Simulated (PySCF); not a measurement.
## Two-component Hartree-Fock for Ho³⁹⁺ (holmium, charge +39)

Start: [Ar] 3d10. Calculated with PySCF 2.14 in an uncontracted even-tempered set (16 s from 8.1 bohr⁻², ratio 2.8; 13 p from 11 bohr⁻², ratio 2.8; 8 d from 11 bohr⁻², ratio 2.8; 3 f from 42 bohr⁻², ratio 3): generalised Hartree-Fock with the X2C-1e Hamiltonian and a Gaussian nucleus; one run each with spin-orbit coupling (SO) switched off, then screened by Boettger's factors.

```
spinor shell  electrons  ε, spin-free (eV)  ε, screened SO (eV)  weight of nominal j (screened SO)  rms radius, screened SO (bohr)
       1s1/2          2           -57664.5             -57653.3                              1.000                          0.0236
       2s1/2          2           -11195.7             -11192.4                              1.000                          0.0951
       2p1/2          2           -10117.6             -10727.4                              1.000                          0.0812
       2p3/2          4           -10117.6              -9861.3                              1.000                          0.0879
       3s1/2          2            -3792.0              -3791.2                              1.000                           0.240
       3p1/2          2            -3454.1              -3589.7                              1.000                           0.232
       3p3/2          4            -3454.1              -3396.5                              1.000                           0.245
       3d3/2          4            -3040.3              -3065.3                              1.000                           0.216
```

Q: Where does 3d5/2 lie, and what is the 3d spin-orbit splitting (screened SO)?

A: At -3023.2 eV, 42.054 eV above 3d3/2.

```tsv
quantity	spin-free	screened SO
E (hartree)	-11660.13979	-11669.67632
M_J	0	0
⟨J²⟩	0.000	0.000
⟨L²⟩	0.000	0.039
⟨S²⟩	0.000	0.039
```

Breit and QED terms are absent; they matter most for the inner s and p1/2 levels.

Densities and radii are taken from the X2C orbitals without a picture-change correction, which distorts them close to the nucleus.

Without spin-orbit coupling the j labels of p, d and f shells carry no meaning; the spin-free column gives the mean over the occupied spinors of each nl shell.
